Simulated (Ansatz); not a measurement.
Ansatz (a quantum-chemistry and plane-wave program) input:

Ansatz 0.2 input:
```yaml
crystal:
  periodic: [false, false, false]
  atoms:
    - {symbol: C, position_ang: [-1.46523764, 0.04344987, 0.04013748]}
    - {symbol: C, position_ang: [-0.26350574, -0.33010884, -0.82828837]}
    - {symbol: C, position_ang: [1.20378883, -0.08069761, -0.17504791]}
    - {symbol: O, position_ang: [1.12284956, 0.36612426, 0.97614474]}
    - {symbol: H, position_ang: [-1.42073719, -0.49320804, 0.99222753]}
    - {symbol: H, position_ang: [-1.43221667, 1.10697227, 0.29437767]}
    - {symbol: H, position_ang: [-2.43248839, -0.16760452, -0.43274858]}
    - {symbol: H, position_ang: [-0.26435466, 0.22290252, -1.77811960]}
    - {symbol: H, position_ang: [-0.28327234, -1.39391692, -1.10570224]}
basis:
  gaussian:
    orbitals: STO-3G
total_charge: -1
magnetization: {spin_polarized: false}
correlation: {method: ccsd_t, electrons: outside_noble_gas}
```

Problem. Which total energy does the run end on?

Solution. -188.96231 Eh (CCSD(T)/STO-3G). The basis has 25 functions.

It need not be the lowest isomer of its formula. Whether it binds its extra electron was not tested at this geometry.
